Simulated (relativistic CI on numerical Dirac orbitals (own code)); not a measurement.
These numbers are calculated, not measured: Dirac-Coulomb-Breit CI, separate exchange-only KLI orbitals for each configuration, a model potential for QED, valence Slater integrals scaled by 0.85, P86 correlation estimate, and configurations built on the next ion tied to the tabulated ionisation energy (semi-empirical) (own radial code, finite nucleus).

CI space (outside the closed core [Ne]): 3s2.3p6.3d, 3s2.3p6.4s, 3s2.3p6.4p, 3s2.3p6.4d, 3s2.3p6.5s, 3s2.3p6.4f, 3s2.3p5.3d2, 3s2.3p4.3d3, 3s2.3p6.5p, 3s.3p6.3d2, 3s2.3p6.5d, 3s2.3p6.5f, 3s2.3p6.5g, 3s2.3p5.3d.4s, 3s2.3p5.3d.4p, 3p6.3d3. Levels of other configurations are missing.

Configurations that consist of the next ion and one excited electron were tied to the tabulated ionisation energy; Rydberg ones are usually within 1,000 to 3,000 cm⁻¹ and the lowest ones within about 6,000 (9,000 in d shells), while levels on excited terms of the next ion carry the error of that term, and the other configurations can be misplaced by 10,000 cm⁻¹ or more. Rates follow the energies as ν³ (E1, M1) or ν⁵ (E2), so rates, branching and lifetimes can be off by large factors. 19 of the 48 excited levels that our extract of the measured tables holds in this range could be paired (the sources list more); they are missed by 7209 cm⁻¹ on average and 24994 at most, and levels without a partner can miss by more.

Outline of the computed level scheme of V V. Lowest level of each configuration: 3s2.3p6.3d 2D_3/2 at 0.0000 eV; 3s2.3p6.4s 2S_1/2 at 18.5965 eV; 3s2.3p6.4p 2P°_1/2 at 26.0093 eV; 3s2.3p6.4d 2D_3/2 at 36.7387 eV; 3s2.3p5.3d2 4D°_1/2 at 38.9222 eV; 3s2.3p6.5s 2S_1/2 at 40.8811 eV; 3s2.3p6.4f 2F°_7/2 at 43.3922 eV; 3s2.3p6.5p 2P°_1/2 at 43.8096 eV.

Some strong electric-dipole decays among the lowest 45 levels: 3s2.3p6.4f 2F°_5/2 → 3s2.3p6.3d 2D_3/2 (5.0e+09 s⁻¹); 3s2.3p6.4p 2P°_1/2 → 3s2.3p6.3d 2D_3/2 (4.9e+09 s⁻¹); 3s2.3p6.4p 2P°_3/2 → 3s2.3p6.3d 2D_5/2 (4.5e+09 s⁻¹); 3s2.3p6.4d 2D_5/2 → 3s2.3p6.4p 2P°_3/2 (3.2e+09 s⁻¹); 3s2.3p6.5s 2S_1/2 → 3s2.3p6.4p 2P°_3/2 (2.9e+09 s⁻¹); 3s2.3p6.4f 2F°_7/2 → 3s2.3p6.3d 2D_5/2 (2.9e+09 s⁻¹); 3s2.3p6.4d 2D_3/2 → 3s2.3p6.4p 2P°_1/2 (2.7e+09 s⁻¹); 3s2.3p6.5p 2P°_1/2 → 3s2.3p6.3d 2D_3/2 (2.0e+09 s⁻¹).

LS names give the leading component of a level, which can be under half, so a name can repeat, a term be missing and a line seem to break the LS rules.
